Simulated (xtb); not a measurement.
HO3S, SMILES O=S(=[OH+])=O, charge +1. All values are semi-empirical tight-binding results from xtb (GFN2-xTB unless named), good for trends rather than for accurate numbers. Geometry optimised at GFN2-xTB. The isomer is the one that the SMILES or the coordinates give; other isomers of the formula were not compared.

Optimised geometry:

Bonds (Å): O1–S2 1.393, S2–O3 1.386, S2–O4 1.521, O4–H5 0.975. Angles (°): O1–S2–O3 130.1, O1–S2–O4 116.0, O3–S2–O4 113.9, S2–O4–H5 128.8.
Charge +1, spin multiplicity 1.

```
Item                                              Result
----------------------------------------  --------------
point group as xtb finds it                           Cs
orbital gap                                      4.42 eV
zero-point energy                          13.3 kcal/mol
G − E(el) at 298.15 K (modified RRHO)      -3.6 kcal/mol
static polarisability (D4 model)              35.5 bohr³
solvation energy, GFN2-xTB/ALPB(water)    -76.1 kcal/mol
solvation energy, GFN2-xTB/ALPB(toluene)  -49.1 kcal/mol
```

**Question.** Give the atomic charges and the Wiberg bond orders between heavy atoms. (An estimate is asked for; the answer gives what the named calculation found.)

**Answer.** charges (e) O1 -0.43, S2 1.85, O3 -0.40, O4 -0.45, H5 0.44. Bond orders O1–S2 1.71, S2–O3 1.75, S2–O4 1.18.
